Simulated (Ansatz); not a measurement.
**Abstraction of F: SnH2F2 + C2H5O → SnH2F + C2H5FO**

Species: SnH2F2 `[F][SnH2][F]`, singlet; C2H5O `[CH2]OC`, doublet; SnH2F `[F][SnH2]`, doublet; C2H5FO `COCF`, singlet. A radical takes F: the energy is the difference in strength between the Sn–F bond broken and the C–F bond made.

Shapes, held fixed at every level: PBE0-D4/def2-TZVP. Flexible molecules stand in one conformer, not always the lowest. Programs: Ansatz 0.2.0. The zero-point and thermal change to 298 K, harmonic and unscaled (PBE0-D4/def2-TZVP), is +8.0 kJ/mol.

```
               level                    kind  ΔH(298 K) (kJ/mol)  less CCSD(T)/def2-TZVPP
       HF/def2-TZVPP            Hartree–Fock               +23.3                    +11.9
   PBE-D4/def2-TZVPP                     GGA                +4.3                     -7.1
r2SCAN-D4/def2-TZVPP                meta-GGA               +15.3                     +3.9
  wB97X-V/def2-TZVPP  range-separated hybrid               +15.1                     +3.7
    CCSD(T)/def2-SVP   coupled cluster or CI                -2.5                    -13.9
       CCSD/def2-SVP   coupled cluster or CI                -0.5                    -11.9
  CCSD(T)/def2-TZVPP   coupled cluster or CI               +11.4                      0.0
```

The highest level, CCSD(T)/def2-TZVPP, gives ΔH(298 K) = +11.4 kJ/mol; the levels span -2.5 to +23.3. They disagree on the sign: 5 of 7 are positive. The column of differences is taken from that level and isn't an error. No measured value is set beside it here. Open shells run unrestricted unless RO is named. For atoms past krypton def2 sets carry core potentials with scalar relativity. Correlated rows may include outer-core shells of Sn, which these sets cover unevenly.
